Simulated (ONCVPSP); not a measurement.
## Pseudopotential generation for iodine: ONCV, PBE, fully relativistic.

| Quantity | Value |
| --- | --- |
| Element | iodine (I) |
| Generator | ONCVPSP 4.0.1 |
| Type | optimised norm-conserving Vanderbilt (ONCV) |
| Functional | PBE |
| Relativity | fully relativistic |
| Frozen core | [Kr] 4d10 |
| Valence charge | 7 |
| Reference configuration | 5s2 5p5 |
| Partial waves | 5s: rc 1.75 bohr, ncon 5, nbas 8, qcut 3 1/bohr, local; 5p: rc 1.85 bohr, ncon 4, nbas 7, qcut 3.8 1/bohr, 2 projectors, debl 0.8 Ha |
| Local potential | the s channel |
| Core correction | polynomial model core, fcfact 0.3 |

Open shells are filled in proportion to 2j + 1.

All-electron outer shells of the reference configuration (PBE, scalar-relativistic, ld1.x):

```csv
shell,level (eV),outermost node (bohr),outermost maximum (bohr)
4p,-127.57,0.37,0.72
4d,-50.28,0.35,0.78
5s,-17.41,0.88,1.70
5p,-7.09,0.96,2.02
```

Problem. Estimate the cutoffs (Ha) at which the residual kinetic energy of the hardest occupied pseudo-wave falls to 1 and 0.1 mHa per electron.

Solution. 26 Ha and 36 Ha.

Problem. What does a ghost test show?

Solution. No bound ghost flagged; GHOST(+) flagged for p1/2 at 523.0 eV, p3/2 at 556.4 eV.

Problem. Which valence shell sets the plane-wave cutoff?

Solution. 5s: 26 Ha for 1 mHa per electron, against 10 Ha for 5p.

Problem. Tests: 5s2 5p4; 5s2 5p3; 5s2 5p2; 5s2 5p1. Which has the largest error in its energy relative to the reference configuration, and how large is it?

Solution. 5s2 5p1, with -126 meV (all-electron minus pseudo) on +99.86 eV.
